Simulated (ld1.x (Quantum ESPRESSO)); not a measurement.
**Building the TM potential for Mg (Z = 12) (LDA (PZ), scalar-relativistic).**

- Element: magnesium
- Generator: ld1.x (Quantum ESPRESSO) 7.5
- Type: norm-conserving Troullier–Martins (Kleinman–Bylander form)
- Functional: LDA (PZ)
- Relativity: scalar-relativistic
- Frozen core: [Ne]
- Valence charge: 2
- Reference configuration: 3s2 3p0
- Partial waves: 3s (bound): rc 2.20 bohr; 3p (bound, empty): rc 2.65 bohr; 3d channel at 0.1 Ry: rc 2.15 bohr
- Local potential: all-electron potential smoothed inside 2.50 bohr (lloc = -2)
- Core correction: Bessel-smoothed model core, default radius (core density twice the valence density)

All-electron outer shells of the reference configuration (LDA (PZ), scalar-relativistic, ld1.x):

```csv
shell,level (eV),outermost node (bohr),outermost maximum (bohr)
2s,-79.28,0.18,0.55
2p,-46.72,–,0.48
3s,-4.79,0.90,2.53
3p,-1.38,0.96,3.50
```

Results:

| Quantity | Value |
| --- | --- |
| Cutoffs needed | 8 Ry and 18 Ry (the cutoffs (Ry, on a coarse ladder) from which the occupation-weighted sum of valence levels, in a spherical-Bessel basis at the reference potential, stays within 10 and 1 mRy of its value at 400 Ry) |
| Ghost test | no extra level below or beside the all-electron valence levels (s, p, d, f tested) (spherical-Bessel basis up to 400 Ry, 20 bohr box) |
| Largest excitation error | -12 meV (all-electron minus pseudo) for 3s0 3p2, out of 5 test configurations |

Generation and tests took about 3 s on one core of a shared server CPU.
